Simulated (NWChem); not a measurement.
System: BNH, doublet; SMILES N=[B]

Input file for NWChem:

```
start job
memory heap 200 mb stack 900 mb global 1100 mb
geometry units angstroms
  B      0.760553    -0.014231     0.012936
  N     -0.480987     0.009125    -0.008178
  H     -1.473595     0.025830    -0.025103
end
basis spherical
  * library def2-tzvp
end
dft
  odft
  mult 2
  xc pbe0
  disp vdw 4
  iterations 150
end
driver
  maxiter 120
end
task dft optimize
task dft freq
```

Excerpt of the output:

```
             Northwest Computational Chemistry Package (NWChem) 7.3.0
             --------------------------------------------------------

 ORDER OF PRIMARY AXIS IS BEING SET TO 4
 C4V symmetry detected

 AUTOZ failed to generate good internal coordinates.
 Cartesian coordinates will be used in optimizations.

                             Geometry "geometry" -> ""
                             -------------------------

 Output coordinates in angstroms (scale by  1.889725989 to convert to a.u.)

  No.       Tag          Charge          X              Y              Z
 ---- ---------------- ---------- -------------- -------------- --------------
    1 B                    5.0000     0.00000000     0.00000000     0.84064648
    2 N                    7.0000     0.00000000     0.00000000    -0.40129264
    3 H                    1.0000     0.00000000     0.00000000    -1.39418397

 Effective nuclear repulsion energy (a.u.)      19.8278263778

      Symmetry information
      --------------------

 Group name             C4v
 Group number             18
 Group order               8
 No. of unique centers     3

                           NWChem Geometry Optimization
                           ----------------------------

 maximum gradient threshold         (gmax) =   0.000450
 rms gradient threshold             (grms) =   0.000300
 maximum cartesian step threshold   (xmax) =   0.001800
 rms cartesian step threshold       (xrms) =   0.001200
 fixed trust radius                (trust) =   0.300000
 source of zmatrix                         =

          -------------------
          Energy Minimization
          -------------------

 Using diagonal initial Hessian

          --------
          Step   0

                                 NWChem DFT Module
                                 -----------------

 Summary of "ao basis" -> "ao basis" (spherical)
 ------------------------------------------------------------------------------
       Tag                 Description            Shells   Functions and Types
 ---------------- ------------------------------  ------  ---------------------
 B                         def2-tzvp                11       31   5s3p2d1f
 N                         def2-tzvp                11       31   5s3p2d1f
 H                         def2-tzvp                 4        6   3s1p

      Symmetry analysis of basis
      --------------------------

        a1         26
        a2          0
        b1          6
        b2          6
        e          30

            General Information
            -------------------
          SCF calculation type: DFT
          Wavefunction type:  spin polarized.
          No. of atoms     :     3
          No. of electrons :    13
           Alpha electrons :     7
            Beta electrons :     6
          Charge           :     0
          Spin multiplicity:     2
          Use of symmetry is: on ; symmetry adaption is: on
          Maximum number of iterations: 150
          AO basis - number of functions:    68
                     number of shells:    26
          Convergence on energy requested:  1.00D-06
          Convergence on density requested:  1.00D-05
          Convergence on gradient requested:  5.00D-04

              XC Information
              --------------
                         PBE0 Method XC Functional
                     Hartree-Fock (Exact) Exchange  0.250
          PerdewBurkeErnzerhof Exchange Functional  0.750
            Perdew 1991 LDA Correlation Functional  1.000 local
           PerdewBurkeErnz. Correlation Functional  1.000 non-local

             Grid Information
             ----------------
          Grid used for XC integration:  medium
          Radial quadrature: Mura-Knowles
          Angular quadrature: Lebedev.
          Tag              B.-S. Rad. Rad. Pts. Rad. Cut. Ang. Pts.
          ---              ---------- --------- --------- ---------
          B                   0.85       49           9.0       434
          N                   0.65       49           7.0       434
          H                   0.35       45           9.0       434
          Grid pruning is: on
          Number of quadrature shells:   143
          Spatial weights used:  Erf1

           DFT-D3BJ Model
          s6 scale factor  :        1.000000000000
          s8 scale factor  :        1.217700000000
          a1 parameter     :        0.414500000000
          a2 parameter     :        4.859300000000
              vdW contrib  :       -0.000853853859

      Superposition of Atomic Density Guess
      -------------------------------------

 Sum of atomic energies:         -79.34607386

      Non-variational initial energy
      ------------------------------

 Total energy =     -79.895382
 1-e energy   =    -145.170966
 2-e energy   =      45.447758
 HOMO         =      -0.262329
 LUMO         =       0.075244

   Symmetry analysis of molecular orbitals - initial alpha
   -------------------------------------------------------

 !! scf_movecs_sym_adapt:   12 vectors were symmetry contaminated

  Symmetry fudging

 !! scf_movecs_sym_adapt:   10 vectors were symmetry contaminated

  Numbering of irreducible representations:

     1 a1          2 a2          3 b1          4 b2          5 e

  Orbital symmetries:

     1 a1          2 a1          3 a1          4 a1          5 e
     6 e           7 a1          8 e           9 e          10 a1
    11 a1         12 a1         13 e          14 e          15 a1
    16 e          17 e

   Symmetry analysis of molecular orbitals - initial beta
   ------------------------------------------------------

 !! scf_movecs_sym_adapt:   12 vectors were symmetry contaminated

  Symmetry fudging

 !! scf_movecs_sym_adapt:   10 vectors were symmetry contaminated

  Numbering of irreducible representations:

     1 a1          2 a2          3 b1          4 b2          5 e

  Orbital symmetries:

     1 a1          2 a1          3 a1          4 a1          5 e
     6 e           7 a1          8 e           9 e          10 a1
    11 a1         12 a1         13 e          14 e          15 a1
    16 e          17 e

   convergence    iter        energy       DeltaE   RMS-Dens  Diis-err
 ---------------- ----- ----------------- --------- --------- ---------
 d= 0,ls=0.0,diis     1    -79.9547907322 -9.98D+01  7.84D-03  1.65D-01
                                                     5.23D-03  1.27D-01
 d= 0,ls=0.0,diis     2    -79.7612242754  1.94D-01  4.01D-03  5.66D-01
                                                     3.85D-03  5.93D-01
 d= 0,ls=0.0,diis     3    -80.0433706334 -2.82D-01  6.20D-04  5.00D-03
                                                     3.35D-04  2.92D-03
 d= 0,ls=0.0,diis     4    -80.0458183208 -2.45D-03  1.27D-04  7.34D-05
                                                     1.51D-04  1.32D-04
 d= 0,ls=0.0,diis     5    -80.0459782137 -1.60D-04  8.74D-05  1.59D-05
                                                     6.62D-05  3.00D-05
  Resetting Diis
 d= 0,ls=0.0,diis     6    -80.0460260640 -4.79D-05  6.06D-05  4.39D-06
                                                     7.70D-05  1.15D-05
 d= 0,ls=0.0,diis     7    -80.0460492924 -2.32D-05  1.90D-05  1.00D-06
                                                     1.45D-05  1.06D-06
 d= 0,ls=0.0,diis     8    -80.0460515789 -2.29D-06  7.94D-06  3.56D-07
                                                     1.12D-05  4.96D-07
 d= 0,ls=0.0,diis     9    -80.0460523791 -8.00D-07  1.54D-05  2.37D-07
                                                     1.10D-05  1.07D-07
 d= 0,ls=0.0,diis    10    -80.0460529299 -5.51D-07  1.11D-06  7.00D-08
                                                     3.75D-06  1.43D-07

         Total DFT energy =      -80.046052929870
      One electron energy =     -146.839602534213
           Coulomb energy =       58.161691587465
    Exchange-Corr. energy =      -11.195114507088
 Nuclear repulsion energy =       19.827826377825

    Dispersion correction =       -0.000853853859

 Numeric. integr. density =       13.000000961255

                  Occupations of the irreducible representations
                  ----------------------------------------------

                     irrep           alpha         beta
                     --------     --------     --------
                     a1                5.0          4.0
                     a2                0.0          0.0
                     b1                0.0          0.0
                     b2                0.0          0.0
                     e                 2.0          2.0

                    DFT Final Alpha Molecular Orbital Analysis
                    ------------------------------------------

 Vector    5  Occ=1.000000D+00  E=-3.298302D-01  Symmetry=a1
              MO Center=  2.3D-15, -3.5D-15,  1.3D+00, r^2= 1.2D+00
   Bfn.  Coefficient  Atom+Function         Bfn.  Coefficient  Atom+Function
  ----- ------------  ---------------      ----- ------------  ---------------
     4      0.352351  1 B  s                  8      0.339663  1 B  pz
    11      0.325580  1 B  pz                 3      0.283943  1 B  s
     2     -0.153410  1 B  s                  5      0.150182  1 B  s
    39     -0.108985  2 N  pz                14      0.084004  1 B  pz
    34     -0.080205  2 N  s                  1     -0.074992  1 B  s

 Vector    6  Occ=1.000000D+00  E=-3.201085D-01  Symmetry=e
              MO Center= -9.5D-16, -1.5D-15, -4.3D-02, r^2= 1.2D+00
   Bfn.  Coefficient  Atom+Function         Bfn.  Coefficient  Atom+Function
  ----- ------------  ---------------      ----- ------------  ---------------
    38      0.326271  2 N  py                41      0.285539  2 N  py
     7      0.236470  1 B  py                44      0.206268  2 N  py
    10      0.158371  1 B  py                37      0.146467  2 N  px
    40      0.128182  2 N  px                 6      0.106155  1 B  px
    43      0.092597  2 N  px                 9      0.071095  1 B  px

 Vector    7  Occ=1.000000D+00  E=-3.201085D-01  Symmetry=e
              MO Center= -4.0D-15,  1.0D-14, -4.3D-02, r^2= 1.2D+00
   Bfn.  Coefficient  Atom+Function         Bfn.  Coefficient  Atom+Function
  ----- ------------  ---------------      ----- ------------  ---------------
    37      0.326271  2 N  px                40      0.285539  2 N  px
     6      0.236470  1 B  px                43      0.206268  2 N  px
     9      0.158371  1 B  px                38     -0.146467  2 N  py
    41     -0.128182  2 N  py                 7     -0.106155  1 B  py
    44     -0.092597  2 N  py                10     -0.071095  1 B  py

[...]

      ----------------------
      Optimization converged
      ----------------------

  Step       Energy      Delta E   Gmax     Grms     Xrms     Xmax
  ---- ---------------- -------- -------- -------- -------- --------
@    3     -80.04616402 -3.9D-07  0.00005  0.00002  0.00022  0.00054
                                     ok       ok       ok       ok

                         Geometry "geometry" -> "geometry"
                         ---------------------------------

 Output coordinates in angstroms (scale by  1.889725989 to convert to a.u.)

  No.       Tag          Charge          X              Y              Z
 ---- ---------------- ---------- -------------- -------------- --------------
    1 B                    5.0000     0.00000000     0.00000000     0.83494850
    2 N                    7.0000     0.00000000     0.00000000    -0.39859533
    3 H                    1.0000     0.00000000     0.00000000    -1.39118329

 Effective nuclear repulsion energy (a.u.)      19.9350892401

      Symmetry information
      --------------------

 Group name             C4v
 Group number             18
 Group order               8
 No. of unique centers     3

 ==============================================================================
                                internuclear distances
 ------------------------------------------------------------------------------
       center one      |      center two      | atomic units |  angstroms
 ------------------------------------------------------------------------------
    2 N                |   1 B                |     2.33106  |     1.23354
    3 H                |   2 N                |     1.87572  |     0.99259
 ------------------------------------------------------------------------------
                         number of included internuclear distances:          2
 ==============================================================================

[second-derivative integrals and response iterations left out]

  Vibrational analysis via the FX method

  See chapter 2 in "Molecular Vibrations" by Wilson, Decius and Cross

  Vib: Default input used

 ---------------------------- Atom information ----------------------------
     atom    #        X              Y              Z            mass
 --------------------------------------------------------------------------
    B        1  0.0000000D+00  0.0000000D+00  1.5778239D+00  1.1009310D+01
    N        2  0.0000000D+00  0.0000000D+00 -7.5323595D-01  1.4003070D+01
    H        3  0.0000000D+00  0.0000000D+00 -2.6289552D+00  1.0078250D+00
 --------------------------------------------------------------------------

[unprojected Hessian and modes left out]

        Vibrational analysis via the FX method
  --- with translations and rotations projected out ---
  --- via the Eckart algorithm                      ---
 Dependent rotation vector no.                    3
  found in ECKART; assuming linear geometry
 Projected Nuclear Hessian trans-rot subspace norm:7.7564D-34
                         (should be close to zero!)

[projected Hessian left out]

 Rotational Constants
 --------------------
 A=   0.000000 cm-1  (  0.000000 K)
 B=   1.445421 cm-1  (  2.079592 K)
 C=   1.445421 cm-1  (  2.079592 K)

 Temperature                      =   298.15K
 frequency scaling parameter      =   1.0000

 Linear Molecule

 Zero-Point correction to Energy  =    9.589 kcal/mol  (  0.015280 au)
 Thermal correction to Energy     =   11.395 kcal/mol  (  0.018159 au)
 Thermal correction to Enthalpy   =   11.987 kcal/mol  (  0.019103 au)

 Total Entropy                    =   49.100 cal/mol-K
   - Translational                =   35.689 cal/mol-K (mol. weight =  26.0202)
   - Rotational                   =   11.849 cal/mol-K (symmetry #  =        1)
   - Vibrational                  =    1.562 cal/mol-K

 Cv (constant volume heat capacity) =    7.679 cal/mol-K
   - Translational                  =    2.979 cal/mol-K
   - Rotational                     =    1.986 cal/mol-K
   - Vibrational                    =    2.714 cal/mol-K

[normal modes left out]

 ----------------------------------------------------------------------------
 Normal Eigenvalue ||           Projected Infra Red Intensities
  Mode   [cm**-1]  || [atomic units] [(debye/angs)**2] [(KM/mol)] [arbitrary]
 ------ ---------- || -------------- ----------------- ---------- -----------
    1       -0.000 ||    0.000000           0.000         0.000       0.000
    2       -0.000 ||    0.000282           0.007         0.275       0.050
    3        0.000 ||    0.000282           0.007         0.275       0.050
    4        0.000 ||    0.000147           0.003         0.143       0.026
    5        0.000 ||    0.000147           0.003         0.143       0.026
    6      455.206 ||    0.123226           2.843       120.127      22.037
    7      455.206 ||    0.123226           2.843       120.127      22.037
    8     1919.787 ||    0.049831           1.150        48.577       8.911
    9     3880.356 ||    0.206119           4.755       200.935      36.861
 ----------------------------------------------------------------------------
```

Level: PBE0-D3(BJ)/def2-TZVP, spin-unrestricted.
